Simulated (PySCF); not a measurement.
SMILES [O]([Ga]([SeH])[O]C)C (C2H7GaO2Se) at its B3LYP/def2-SVP optimised geometry (Å):

```
13

Ga    -0.2460     0.5594     0.0000
O      0.6447     2.1009     0.0063
C      2.0509     2.2278     0.0026
H      2.3764     2.7973    -0.8873
H      2.3819     2.7879     0.8964
H      2.5789     1.2572    -0.0041
O      0.7514    -0.9234    -0.0059
C      0.2974    -2.2536    -0.0255
H     -0.8064    -2.3485    -0.0408
H      0.6849    -2.7782    -0.9185
H      0.6621    -2.7973     0.8655
Se    -2.5776     0.5594     0.0000
H     -2.5789     2.0359     0.0000
```

Method: B3LYP/def2-TZVP (PySCF 2.14.0).

Map of the electrostatic potential (hartree/e), clipped to [-0.08, 0.12] on the plane z = 1.0 Å:

```
|----------:::::::::::--------|
|----------::::::::::---------|
|----------::::::::::---------|
|----------:::....::--=-------|
|----------::.....:-=*#+=-----|
|-----===---:..   :-#@@@+-----|
|----=====--:.    :+@@@@*=----|
|----==++==--:.  .-*@@@@+=----|
|----==+++====-::-=*@@@#=-----|
|----=+***++***+===*%%*=------|
|---=+#@@%#*%@@@%+=++++=------|
|---=*@@@@@%@@@@@%+=====------|
|---=#@@@@@@@@@@@@#==---------|
|:--=*@@@@@@@@@@@@*=----------|
|::--+%@@@%%@@@@@%=:::::::----|
|:::--+#%#**%@@@#=:....:::::--|
|:::--==++++*##*=-.   .::::::-|
|:::----===++++==-:   .::::::-|
|--------====++++=:....::::::-|
|--------====+*#%*=::::::::::-|
|---------===+*@@@#=-::::::::-|
|---------===+*@@@@*--::::::--|
|----------===+@@@@#=--::::---|
|------------==#@@@*=---------|
|-------------=+*#*=----------|
|--------------====-----------|
|-----------------------------|
|-----------------------------|
|-----------------------------|
```
Scale: ten equal steps from -0.056 (start of ' ') to 0.120 (end of '@'), in the order ' .:-=+*#%@'; x runs from -5.00 to 5.00, y from -5.00 (bottom) to 5.00 (top).
